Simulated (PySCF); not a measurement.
# Potential energy of CsNa⁺ along the bond

Set-up: Cs def2-SVPD with ECP46, Na def2-SVPD; scalar-relativistic core potentials (PySCF 2.14). Energies in eV from Cs⁺ + Na in their ground configurations at the same level. State: ²Σ⁺ (doublet), unpaired electrons σ ↑.

```json
{"R (Å)": "3.923", "UHF": "-0.1431", "M06-2X": "-0.2143", "PBE": "-0.3381"}
{"R (Å)": "4.106", "UHF": "-0.2112", "M06-2X": "-0.2344", "PBE": "-0.3792"}
{"R (Å)": "4.288", "UHF": "-0.2570", "M06-2X": "-0.2427", "PBE": "-0.4025"}
{"R (Å)": "4.425", "UHF": "-0.2794", "M06-2X": "-0.2444", "PBE": "-0.4109"}
{"R (Å)": "4.562", "UHF": "-0.2934", "M06-2X": "-0.2419", "PBE": "-0.4131"}
{"R (Å)": "4.699", "UHF": "-0.3006", "M06-2X": "-0.2367", "PBE": "-0.4106"}
{"R (Å)": "4.881", "UHF": "-0.3018", "M06-2X": "-0.2259", "PBE": "-0.4015"}
{"R (Å)": "5.109", "UHF": "-0.2933", "M06-2X": "-0.2081", "PBE": "-0.3839"}
{"R (Å)": "5.383", "UHF": "-0.2737", "M06-2X": "-0.1838", "PBE": "-0.3575"}
{"R (Å)": "5.748", "UHF": "-0.2393", "M06-2X": "-0.1526", "PBE": "-0.3193"}
```

Q: Put a parabola through the three lowest points of the UHF curve and estimate Re, k and ωe (reduced mass 19.6 u; 1 eV/Å² = 0.16022 mdyn/Å; ωe = 1302.8·√(k/μ) cm⁻¹).

A: Through R = 4.699, 4.881, 5.109 Å the second-order coefficient is 0.107 eV/Å², so Re ≈ 4.821 Å, k ≈ 0.0343 mdyn/Å and ωe ≈ 54 cm⁻¹. A polynomial fit of higher order to the unrounded UHF energies gives Re = 4.814 Å, k = 0.0390 mdyn/Å, ωe = 58.1 cm⁻¹; anharmonicity and rounding make the difference.

The higher-order fit for each curve: UHF: Re = 4.814 Å, ωe = 58.1 cm⁻¹, De = 0.302 eV; PBE: Re = 4.553 Å, ωe = 60.3 cm⁻¹, De = 0.413 eV. M06-2X gives no reliable minimum on this grid.

Spin–orbit coupling is left out. For an ion De counts to the pair picked by the measured ionisation energies or electron affinities, which need not be the lowest pair at this level. The state is the lowest determinant that a PBE0 search found; another state may lie lower at other levels.
